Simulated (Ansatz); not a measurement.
A short molecular-dynamics run on GeH3NO (`[NH2][Ge][OH]`).

```yaml
crystal:
  periodic: [false, false, false]
  atoms:
    - {symbol: N, position_ang: [-0.777933, 0.052091, -0.568645]}
    - {symbol: Ge, position_ang: [0.575347, -1.156153, -0.335717]}
    - {symbol: O, position_ang: [1.505341, -0.310125, 0.942580]}
    - {symbol: H, position_ang: [-1.512243, -0.113084, -1.239224]}
    - {symbol: H, position_ang: [-0.905369, 0.927833, -0.083104]}
    - {symbol: H, position_ang: [1.156857, 0.535438, 1.237710]}
basis:
  gaussian: {orbitals: "6-31G*"}
hamiltonian: {xc: {name: revPBE}}
md: {timestep: 0.5 fs, n_steps: 30, ensemble: nve, temperature: 500, initial_velocities: maxwell_boltzmann, seed: 790}
```

```sh
$ ansatz run in.yaml --threads 4 --pin off --events-out ev --progress --plain --max-ram 10444MiB
```

```csv
step,time (fs),potential energy (eV),kinetic (eV),T (K),conserved (eV)
0,0.0,-60091.7206,0.2585,500,-60091.4621
1,0.5,-60091.6969,0.2355,455,-60091.4615
2,1.0,-60091.6746,0.2137,413,-60091.4609
3,1.5,-60091.6626,0.2020,391,-60091.4606
4,2.0,-60091.6646,0.2037,394,-60091.4609
5,2.5,-60091.6765,0.2150,416,-60091.4615
6,3.0,-60091.6888,0.2267,438,-60091.4621
7,3.5,-60091.6924,0.2300,445,-60091.4624
8,4.0,-60091.6828,0.2206,427,-60091.4623
9,4.5,-60091.6621,0.2003,387,-60091.4619
10,5.0,-60091.6365,0.1752,339,-60091.4614
11,5.5,-60091.6137,0.1528,295,-60091.4610
12,6.0,-60091.6000,0.1392,269,-60091.4608
13,6.5,-60091.5982,0.1373,266,-60091.4608
14,7.0,-60091.6075,0.1464,283,-60091.4611
15,7.5,-60091.6236,0.1621,313,-60091.4615
16,8.0,-60091.6399,0.1779,344,-60091.4620
17,8.5,-60091.6497,0.1874,362,-60091.4623
18,9.0,-60091.6484,0.1861,360,-60091.4623
19,9.5,-60091.6358,0.1738,336,-60091.4620
20,10.0,-60091.6168,0.1553,300,-60091.4615
21,10.5,-60091.5994,0.1384,268,-60091.4610
22,11.0,-60091.5914,0.1307,253,-60091.4607
23,11.5,-60091.5963,0.1354,262,-60091.4609
24,12.0,-60091.6109,0.1494,289,-60091.4615
25,12.5,-60091.6272,0.1652,320,-60091.4620
26,13.0,-60091.6370,0.1747,338,-60091.4623
27,13.5,-60091.6355,0.1733,335,-60091.4622
28,14.0,-60091.6237,0.1618,313,-60091.4619
29,14.5,-60091.6062,0.1447,280,-60091.4615
30,15.0,-60091.5895,0.1283,248,-60091.4611
```

Velocities are drawn at the set temperature; a run this short doesn't reach equilibrium.

Frames (Å, forces in eV/Å):

```xyz
6
time=0.0 fs
N    -0.778    0.052   -0.569   -0.131    0.095   -0.038
Ge    0.575   -1.156   -0.336    0.108   -0.868   -0.493
O     1.505   -0.310    0.943    0.956   -0.448    0.434
H    -1.512   -0.113   -1.239   -0.443   -0.095   -0.404
H    -0.905    0.928   -0.083   -0.087    0.530    0.287
H     1.157    0.535    1.238   -0.402    0.786    0.215
6
time=0.5 fs
N    -0.779    0.050   -0.567    0.304    0.142    0.346
Ge    0.576   -1.156   -0.336    0.079   -0.913   -0.535
O     1.502   -0.311    0.941    1.106   -0.708    0.385
H    -1.497   -0.101   -1.240   -0.884   -0.192   -0.827
H    -0.891    0.932   -0.092   -0.091    0.598    0.321
H     1.167    0.535    1.231   -0.515    1.074    0.309
6
time=1.0 fs
N    -0.781    0.048   -0.564    0.631    0.233    0.700
Ge    0.576   -1.156   -0.335    0.050   -0.957   -0.577
O     1.500   -0.311    0.940    1.193   -0.824    0.391
H    -1.483   -0.089   -1.243   -1.224   -0.256   -1.176
H    -0.876    0.937   -0.100   -0.086    0.588    0.313
H     1.176    0.538    1.225   -0.564    1.216    0.349
6
time=1.5 fs
N    -0.782    0.046   -0.562    0.784    0.358    0.943
Ge    0.576   -1.155   -0.335    0.021   -0.999   -0.617
O     1.497   -0.312    0.939    1.212   -0.762    0.457
H    -1.472   -0.079   -1.248   -1.396   -0.278   -1.376
H    -0.862    0.944   -0.107   -0.076    0.502    0.264
H     1.184    0.543    1.219   -0.544    1.180    0.328
6
time=2.0 fs
N    -0.783    0.044   -0.560    0.732    0.503    1.016
Ge    0.577   -1.155   -0.335   -0.008   -1.041   -0.657
O     1.495   -0.313    0.938    1.173   -0.531    0.579
H    -1.465   -0.068   -1.257   -1.363   -0.257   -1.376
H    -0.848    0.952   -0.114   -0.068    0.353    0.187
H     1.190    0.551    1.215   -0.466    0.972    0.252
6
time=2.5 fs
N    -0.785    0.042   -0.557    0.489    0.660    0.901
Ge    0.577   -1.155   -0.335   -0.036   -1.080   -0.696
O     1.492   -0.314    0.936    1.096   -0.170    0.738
H    -1.461   -0.059   -1.269   -1.137   -0.206   -1.172
H    -0.834    0.961   -0.120   -0.064    0.163    0.091
H     1.196    0.562    1.211   -0.349    0.633    0.137
6
time=3.0 fs
N    -0.785    0.040   -0.554    0.114    0.820    0.629
Ge    0.578   -1.155   -0.335   -0.062   -1.117   -0.733
O     1.490   -0.315    0.935    1.003    0.259    0.911
H    -1.460   -0.049   -1.284   -0.771   -0.142   -0.805
H    -0.820    0.971   -0.126   -0.066   -0.044   -0.008
H     1.200    0.574    1.207   -0.218    0.224    0.006
6
time=3.5 fs
N    -0.786    0.039   -0.551   -0.317    0.978    0.258
Ge    0.578   -1.155   -0.335   -0.086   -1.152   -0.768
O     1.489   -0.316    0.935    0.913    0.695    1.078
H    -1.460   -0.041   -1.301   -0.342   -0.081   -0.347
H    -0.806    0.980   -0.132   -0.075   -0.247   -0.100
H     1.204    0.586    1.204   -0.093   -0.193   -0.121
6
time=4.0 fs
N    -0.787    0.037   -0.549   -0.736    1.125   -0.145
Ge    0.578   -1.155   -0.335   -0.107   -1.183   -0.800
O     1.487   -0.317    0.934    0.839    1.087    1.221
H    -1.462   -0.032   -1.318    0.082   -0.034    0.129
H    -0.793    0.989   -0.138   -0.089   -0.426   -0.177
H     1.208    0.598    1.200    0.011   -0.568   -0.228
6
time=4.5 fs
N    -0.789    0.036   -0.546   -1.095    1.252   -0.527
Ge    0.579   -1.155   -0.335   -0.128   -1.210   -0.828
O     1.485   -0.317    0.934    0.788    1.402    1.330
H    -1.463   -0.023   -1.336    0.452   -0.006    0.565
H    -0.780    0.996   -0.145   -0.107   -0.569   -0.232
H     1.211    0.609    1.195    0.088   -0.868   -0.308
6
time=5.0 fs
N    -0.790    0.035   -0.543   -1.367    1.348   -0.858
Ge    0.579   -1.155   -0.335   -0.146   -1.233   -0.852
O     1.484   -0.318    0.933    0.762    1.621    1.402
H    -1.463   -0.015   -1.352    0.742    0.003    0.926
H    -0.767    1.002   -0.152   -0.126   -0.665   -0.263
H     1.215    0.617    1.190    0.135   -1.074   -0.356
6
time=5.5 fs
N    -0.792    0.034   -0.540   -1.545    1.405   -1.118
Ge    0.579   -1.155   -0.336   -0.163   -1.249   -0.870
O     1.482   -0.318    0.933    0.759    1.733    1.435
H    -1.461   -0.006   -1.366    0.942   -0.003    1.192
H    -0.754    1.007   -0.160   -0.144   -0.709   -0.267
H     1.220    0.623    1.184    0.152   -1.177   -0.371
6
time=6.0 fs
N    -0.793    0.034   -0.538   -1.631    1.418   -1.301
Ge    0.580   -1.155   -0.336   -0.180   -1.260   -0.882
O     1.481   -0.318    0.933    0.779    1.736    1.429
H    -1.457    0.002   -1.376    1.051   -0.023    1.356
H    -0.742    1.010   -0.168   -0.159   -0.699   -0.247
H     1.224    0.627    1.177    0.139   -1.171   -0.355
6
time=6.5 fs
N    -0.796    0.034   -0.536   -1.629    1.384   -1.403
Ge    0.580   -1.155   -0.336   -0.196   -1.265   -0.888
O     1.480   -0.317    0.934    0.820    1.627    1.387
H    -1.451    0.011   -1.384    1.073   -0.053    1.417
H    -0.730    1.011   -0.177   -0.167   -0.637   -0.203
H     1.229    0.627    1.170    0.100   -1.056   -0.310
6
time=7.0 fs
N    -0.798    0.034   -0.534   -1.545    1.303   -1.420
Ge    0.580   -1.155   -0.336   -0.212   -1.263   -0.886
O     1.479   -0.317    0.934    0.878    1.410    1.312
H    -1.442    0.019   -1.388    1.012   -0.089    1.372
H    -0.718    1.011   -0.187   -0.169   -0.526   -0.139
H     1.234    0.625    1.161    0.036   -0.835   -0.239
6
time=7.5 fs
N    -0.801    0.034   -0.532   -1.384    1.181   -1.344
Ge    0.581   -1.156   -0.336   -0.228   -1.254   -0.878
O     1.478   -0.316    0.935    0.952    1.092    1.211
H    -1.431    0.027   -1.389    0.870   -0.128    1.218
H    -0.707    1.010   -0.197   -0.162   -0.373   -0.058
H     1.240    0.621    1.152   -0.049   -0.517   -0.148
6
time=8.0 fs
N    -0.804    0.034   -0.530   -1.149    1.024   -1.168
Ge    0.581   -1.156   -0.337   -0.244   -1.238   -0.864
O     1.477   -0.315    0.936    1.036    0.694    1.090
H    -1.417    0.035   -1.388    0.652   -0.168    0.952
H    -0.696    1.007   -0.207   -0.146   -0.190    0.035
H     1.245    0.616    1.143   -0.148   -0.122   -0.045
6
time=8.5 fs
N    -0.807    0.035   -0.529   -0.848    0.847   -0.887
Ge    0.581   -1.156   -0.337   -0.261   -1.216   -0.843
O     1.476   -0.314    0.937    1.121    0.252    0.961
H    -1.402    0.043   -1.383    0.364   -0.205    0.577
H    -0.686    1.004   -0.217   -0.122    0.007    0.131
H     1.250    0.610    1.133   -0.255    0.315    0.061
6
time=9.0 fs
N    -0.810    0.035   -0.528   -0.495    0.665   -0.509
Ge    0.582   -1.157   -0.337   -0.277   -1.188   -0.817
O     1.476   -0.313    0.938    1.198   -0.181    0.838
H    -1.386    0.050   -1.378    0.023   -0.235    0.107
H    -0.675    1.002   -0.226   -0.094    0.200    0.224
H     1.254    0.605    1.124   -0.354    0.739    0.156
6
time=9.5 fs
N    -0.813    0.036   -0.527   -0.115    0.496   -0.058
Ge    0.582   -1.157   -0.337   -0.294   -1.155   -0.787
O     1.476   -0.312    0.940    1.251   -0.538    0.736
H    -1.370    0.056   -1.372   -0.344   -0.256   -0.425
H    -0.666    0.999   -0.235   -0.065    0.368    0.305
H     1.257    0.602    1.115   -0.433    1.085    0.228
6
time=10.0 fs
N    -0.817    0.037   -0.526    0.253    0.360    0.411
Ge    0.582   -1.157   -0.338   -0.310   -1.117   -0.753
O     1.476   -0.311    0.941    1.268   -0.754    0.665
H    -1.355    0.062   -1.367   -0.693   -0.267   -0.956
H    -0.656    0.998   -0.244   -0.042    0.491    0.368
H     1.259    0.601    1.106   -0.476    1.287    0.265
6
time=10.5 fs
N    -0.820    0.038   -0.525    0.559    0.273    0.820
Ge    0.583   -1.158   -0.338   -0.325   -1.075   -0.717
O     1.476   -0.310    0.943    1.241   -0.786    0.630
H    -1.341    0.067   -1.365   -0.970   -0.269   -1.404
H    -0.646    0.998   -0.251   -0.028    0.555    0.405
H     1.261    0.604    1.098   -0.475    1.302    0.266
6
time=11.0 fs
N    -0.823    0.039   -0.523    0.755    0.245    1.082
Ge    0.583   -1.158   -0.339   -0.338   -1.029   -0.679
O     1.476   -0.309    0.945    1.170   -0.631    0.626
H    -1.330    0.071   -1.366   -1.127   -0.265   -1.678
H    -0.637    0.999   -0.258   -0.030    0.554    0.415
H     1.261    0.610    1.091   -0.431    1.127    0.234
6
time=11.5 fs
N    -0.826    0.040   -0.522    0.817    0.278    1.133
Ge    0.583   -1.159   -0.339   -0.349   -0.981   -0.639
O     1.477   -0.309    0.946    1.064   -0.324    0.641
H    -1.322    0.075   -1.370   -1.133   -0.258   -1.716
H    -0.627    1.001   -0.263   -0.048    0.489    0.399
H     1.260    0.618    1.085   -0.351    0.797    0.182
6
time=12.0 fs
N    -0.829    0.041   -0.520    0.748    0.364    0.959
Ge    0.583   -1.159   -0.340   -0.356   -0.931   -0.597
O     1.477   -0.308    0.948    0.937    0.073    0.661
H    -1.316    0.079   -1.379   -0.996   -0.253   -1.506
H    -0.618    1.004   -0.268   -0.083    0.372    0.360
H     1.258    0.628    1.078   -0.250    0.375    0.123
6
time=12.5 fs
N    -0.832    0.042   -0.518    0.585    0.487    0.600
Ge    0.584   -1.160   -0.340   -0.360   -0.878   -0.554
O     1.478   -0.308    0.950    0.801    0.493    0.675
H    -1.312    0.081   -1.392   -0.752   -0.248   -1.094
H    -0.608    1.009   -0.272   -0.131    0.218    0.305
H     1.255    0.639    1.072   -0.142   -0.072    0.068
6
time=13.0 fs
N    -0.835    0.043   -0.516    0.377    0.627    0.132
Ge    0.584   -1.161   -0.341   -0.362   -0.823   -0.508
O     1.479   -0.307    0.952    0.669    0.879    0.674
H    -1.311    0.083   -1.407   -0.455   -0.242   -0.562
H    -0.600    1.014   -0.275   -0.189    0.047    0.239
H     1.253    0.650    1.067   -0.040   -0.487    0.026
6
time=13.5 fs
N    -0.837    0.045   -0.515    0.170    0.761   -0.364
Ge    0.584   -1.161   -0.341   -0.360   -0.767   -0.461
O     1.480   -0.306    0.954    0.550    1.191    0.654
H    -1.310    0.085   -1.424   -0.155   -0.234    0.000
H    -0.591    1.019   -0.277   -0.252   -0.122    0.172
H     1.250    0.660    1.061    0.047   -0.830   -0.001
6
time=14.0 fs
N    -0.840    0.046   -0.513   -0.004    0.873   -0.822
Ge    0.584   -1.162   -0.342   -0.357   -0.708   -0.411
O     1.481   -0.305    0.957    0.448    1.408    0.615
H    -1.310    0.086   -1.440    0.111   -0.222    0.522
H    -0.583    1.024   -0.279   -0.313   -0.273    0.108
H     1.247    0.668    1.055    0.114   -1.078   -0.011
6
time=14.5 fs
N    -0.843    0.048   -0.511   -0.129    0.949   -1.205
Ge    0.584   -1.163   -0.342   -0.352   -0.648   -0.359
O     1.482   -0.304    0.959    0.367    1.517    0.558
H    -1.310    0.086   -1.455    0.324   -0.205    0.961
H    -0.576    1.028   -0.281   -0.367   -0.394    0.052
H     1.244    0.673    1.050    0.157   -1.219   -0.007
6
time=15.0 fs
N    -0.845    0.050   -0.509   -0.200    0.980   -1.493
Ge    0.585   -1.164   -0.343   -0.348   -0.586   -0.304
O     1.483   -0.302    0.962    0.309    1.515    0.485
H    -1.309    0.086   -1.468    0.475   -0.184    1.293
H    -0.570    1.031   -0.282   -0.412   -0.476    0.008
H     1.242    0.676    1.044    0.175   -1.249    0.010
```

It took 15 s on 4 threads of an Arm Neoverse V1 on a shared host, with 0.14 GiB of host memory at the peak.
